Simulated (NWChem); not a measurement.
# CuI; SMILES [I][Cu]

Program: NWChem. All runs use the structure optimised with PBE0/def2-SVP. def2 effective core potentials on I; no spin-orbit coupling. Static field.

**Question.** Order these by “anisotropy (bohr³)”, lowest first: PBE0/def2-TZVPD; PBE0/def2-TZVP; PBE0/def2-SVP; PBE0/def2-SVPD.

**Answer.** PBE0/def2-SVPD (25.8), PBE0/def2-TZVPD (28.0), PBE0/def2-TZVP (33.3), PBE0/def2-SVP (36.5)
